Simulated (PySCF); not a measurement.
Species: C₄H₁₂NSi₂ (doublet state).
Cartesian coordinates in Å at the GFN2-xTB level; atoms count from 1:
```xyz
19
C4H12NSi2 angstrom
Si     3.8535   -0.2891    0.5114
Si     1.7132   -1.0657    0.5895
N      0.7294   -0.1300   -0.4892
C     -0.6259   -0.4723   -0.8400
C     -1.6325    0.0076    0.1836
C     -3.0513    0.2743   -0.2145
C     -2.1408    1.4167    0.1202
H      3.9016    1.0359    1.1449
H      4.6409   -1.2056    1.3414
H      4.6262   -0.1356   -0.7312
H      1.3885   -2.4336    0.1384
H      0.8518    0.8722   -0.4631
H     -0.6796   -1.5605   -0.9254
H     -0.8646   -0.0392   -1.8190
H     -1.4573   -0.4112    1.1680
H     -3.3223    0.1264   -1.2491
H     -3.8377    0.0214    0.4797
H     -2.3025    1.9531    1.0430
H     -1.8004    2.0445   -0.6903
```

The hyperfine couplings belong to this conformer and change with its torsions.

The species is `[SiH3][SiH]NCC1CC1` [radical].

Method used: UKS B3LYP, pcH-1 on C H N Si, non-relativistic, mean-field spin-orbit, GIAO (PySCF 2.14.0). One conformer (not necessarily the lowest) at the GFN2-xTB geometry, without solvent, vibrations or thermal averaging. A GFN2-xTB geometry isn't a minimum of the functional, and hyperfine couplings can be far from their values at a DFT geometry, by a factor of two or more for some ions and for spin on atoms past the first row. No stability test was run, so a lower SCF solution isn't excluded.

Question: Match the computed a_iso(29Si) values -373.0, -101.2 MHz with the sites Si1; Si2.

Answer: 
| site | a_iso (MHz) | ρ(0) (bohr⁻³) | position | distance from Si2 (Å) | spin population | largest \|T\| (MHz) |
| --- | --- | --- | --- | --- | --- | --- |
| Si1 | -101.2 | +0.1139 | 1 bond from Si2 | 2.28 | +0.06 | 17.4 |
| Si2 | -373.0 | +0.4206 | largest spin population | 0.00 | +0.71 | 128.1 |

Question: The isotropic 13C couplings are -6.6, +3.5 MHz. Assign them to C4; C5.

Answer: 
| site | a_iso (MHz) | ρ(0) (bohr⁻³) | position | distance from Si2 (Å) | spin population | largest \|T\| (MHz) |
| --- | --- | --- | --- | --- | --- | --- |
| C4 | -6.6 | -0.0059 | 2 bonds from Si2 | 2.80 | -0.01 | 1.3 |
| C5 | +3.5 | +0.0031 | 3 bonds from Si2 | 3.54 | +0.01 | 2.8 |

ρ(0) is the spin density at the nucleus and T the dipolar tensor; a_iso includes a spin–orbit part; entries for several nuclei are means. Largest spin populations (Mulliken): Si2 (+0.71), N3 (+0.18) and Si1 (+0.06). The angles at Si2 add up to 330.6°, so it is pyramidal.

β density exceeds α density at some nuclei, such as C4 (-0.0059) and H12 (-0.0030), spin density in bohr⁻³. In a single determinant that takes different orbitals for the two spins, that is spin polarisation.

Nuclei that the bonding pattern makes equivalent are averaged, as if the motion that swaps them (rotation, inversion, ring flip) were fast. The three 1H nuclei of mean +20.3 MHz run from -5.5 to 70.4 MHz in the frozen geometry. The 1H value of +8.9 MHz is a mean of couplings from 0.7 to 17.1 MHz in this one geometry, not an average over conformers.

The run took 2.1 min (with the writing of density and orbital grids) on one thread of an Arm Neoverse V2, shared host with 96 logical CPUs at a one-minute load of 42, and the process peaked at 1.1 GiB of memory.
